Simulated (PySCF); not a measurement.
Ligands exchanged one at a time, Si C2H5-H. All species are isolated molecules in the gas phase. One relaxed conformer stands for each flexible species; it need not be the lowest. Strings in code marks are SMILES.

The T1 excitation (TDA) from two functionals at the same geometries (B3LYP-D3(BJ)/def2-SVP), both in PySCF: PBE-D3(BJ)/def2-TZVP and B3LYP-D3(BJ)/def2-TZVP. B3LYP has the VWN-RPA correlation part, as in Gaussian. Excitations are Tamm–Dancoff values on a coarser integration grid. The basis has no diffuse functions, so Rydberg states are missing or too high.

```tsv
species	PBE-D3(BJ)/def2-TZVP (eV)	B3LYP-D3(BJ)/def2-TZVP (eV)
0 of 4 C2H5 replaced by H	6.46	7.06
1 of 4 C2H5 replaced by H	6.76	7.29
2 of 4 C2H5 replaced by H (`C([SiH2]CC)C` (C–C–Si–C torsion 180°, C–Si–C–C torsion 180°))	6.64	7.16
3 of 4 C2H5 replaced by H (`CC[SiH3]`)	6.85	7.29
```

Over these rows, drawn at random from the members with no instability flagged (it was tested for open shells, ions and some series alone), PBE minus B3LYP-D3(BJ): mean -0.53 eV, from -0.60 eV to -0.45 eV.
